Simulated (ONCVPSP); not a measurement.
# Logarithmic derivatives: tungsten (W), ONCV

ONCVPSP 4.0.1 input, shortened (lines: element, Z, core and valence counts, functional; n l f; lmax; l rc ep ncon nbas qcut; lloc lpopt rc5 dvloc0; l nproj debl; icmod fcfact rcfact), LDA (Perdew-Zunger), scalar-relativistic:

```
  W 74.00   10    4        3      upf
    1    0    2.00
    2    0    2.00
    2    1    6.00
    3    0    2.00
    3    1    6.00
    3    2   10.00
    4    0    2.00
    4    1    6.00
    4    2   10.00
    4    3   14.00
    5    0    2.00
    5    1    6.00
    5    2    4.00
    6    0    1.00
    2
    0    1.70    0.00    4    8    7.50
    1    1.80    0.00    4    9    8.50
    2    1.85    0.00    3    6    6.00
    4    5    1.60    1.00
    0    2    3.00
    1    1    1.70
    2    2    3.40
    1    0.15    0.00
```

The phase is arctan(r·R′/R) of the radial function R(r), unwrapped; energies in Ha, scanned from -5 to 5 Ha. A pole is an energy at which the radial function vanishes at the test radius. The pseudo phase is shifted by a multiple of π to meet the all-electron one at the reference energy, and phase errors are pseudo minus all-electron; the curves can meet again beyond the range given. Levels narrower than the energy grid can be missing from the lists of poles.

Question: For each channel, where are the poles, and over which energies does the pseudopotential scatter like the atom?

Answer:

```
channel  radius (bohr)  reference energy (Ha)  poles, all-electron  poles, pseudo  unbroken range about the reference energy with phases within 0.05 rad  phase error 1 Ha above the reference energy (rad)
      s           1.72                  -0.46                -2.76          -2.76                                                        the whole range                                             -0.001
      p           1.83                  -1.87                -1.30          -1.27                                                              below 0.1                                             +0.013
      d           1.87                  -0.44                 0.86           0.86                                                        the whole range                                             -0.000
```

Phases in the s channel:

```json
{"E (Ha)": "-4.96", "all-electron": "1.190", "pseudo": "1.190"}
{"E (Ha)": "-4.48", "all-electron": "1.073", "pseudo": "1.073"}
{"E (Ha)": "-4.00", "all-electron": "0.719", "pseudo": "0.719"}
{"E (Ha)": "-3.52", "all-electron": "-0.772", "pseudo": "-0.772"}
{"E (Ha)": "-3.04", "all-electron": "-1.450", "pseudo": "-1.450"}
{"E (Ha)": "-2.56", "all-electron": "-1.629", "pseudo": "-1.629"}
{"E (Ha)": "-2.08", "all-electron": "-1.724", "pseudo": "-1.724"}
{"E (Ha)": "-1.60", "all-electron": "-1.801", "pseudo": "-1.801"}
{"E (Ha)": "-1.12", "all-electron": "-1.883", "pseudo": "-1.883"}
{"E (Ha)": "-0.64", "all-electron": "-1.989", "pseudo": "-1.989"}
{"E (Ha)": "-0.16", "all-electron": "-2.154", "pseudo": "-2.154"}
{"E (Ha)": "0.32", "all-electron": "-2.460", "pseudo": "-2.460"}
{"E (Ha)": "0.80", "all-electron": "-3.045", "pseudo": "-3.047"}
{"E (Ha)": "1.28", "all-electron": "-3.727", "pseudo": "-3.732"}
{"E (Ha)": "1.76", "all-electron": "-4.125", "pseudo": "-4.130"}
{"E (Ha)": "2.24", "all-electron": "-4.326", "pseudo": "-4.331"}
{"E (Ha)": "2.72", "all-electron": "-4.441", "pseudo": "-4.446"}
{"E (Ha)": "3.20", "all-electron": "-4.515", "pseudo": "-4.520"}
{"E (Ha)": "3.68", "all-electron": "-4.567", "pseudo": "-4.573"}
{"E (Ha)": "4.16", "all-electron": "-4.606", "pseudo": "-4.613"}
{"E (Ha)": "4.64", "all-electron": "-4.637", "pseudo": "-4.646"}
```
